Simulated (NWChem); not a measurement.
Molecule: C$_{2}$H$_{6}$BBr; SMILES CB(C)Br

```xyz
10

B     -0.0008     0.8945     0.0030
Br     0.0004    -1.0414     0.0083
C     -1.3773     1.6305    -0.0600
H     -1.3055     2.6043    -0.5699
H     -1.6601     1.8545     0.9871
H     -2.1947     1.0380    -0.4926
C      1.3781     1.6274     0.0625
H      1.3011     2.6377     0.4936
H      1.7086     1.7607    -0.9859
H      2.1697     1.0599     0.5711
```
Atoms are numbered in this order, from 1.

Program: NWChem. Pople sets run with spherical d functions. Geometry: optimised at PBE0/def2-SVP. GIAO values for the isolated, static molecule; σ is the absolute isotropic shielding, δ = σ(reference) − σ with the isolated reference molecule computed at the same levels (11B: boron trifluoride, 13C: tetramethylsilane, 1H: tetramethylsilane). Spin-orbit effects, on the heavy nuclei and on their neighbours, are missing.

```
level                δ B1 (ppm)  σ Br2 (ppm)  δ C3 (ppm)  δ H4 (rotor mean) (ppm)  δ C7 (ppm)  δ H8 (rotor mean) (ppm)
-------------------  ----------  -----------  ----------  -----------------------  ----------  -----------------------
PBE/pcSseg-1               76.0       1980.0        19.9                     1.25        19.5                     1.23
BHandHLYP/pcSseg-1         75.0       2174.0        18.2                     1.16        17.8                     1.14
Hartree-Fock/6-31G*         [?]          [?]         [?]                      [?]         [?]                      [?]
```

### Question
Complete the blanks.

### Answer

- Hartree-Fock/6-31G*, δ B1 (ppm): 69.7
- Hartree-Fock/6-31G*, σ Br2 (ppm): 2456.4
- Hartree-Fock/6-31G*, δ C3 (ppm): 15.9
- Hartree-Fock/6-31G*, δ H4 (rotor mean) (ppm): 1.05
- Hartree-Fock/6-31G*, δ C7 (ppm): 15.7
- Hartree-Fock/6-31G*, δ H8 (rotor mean) (ppm): 1.04
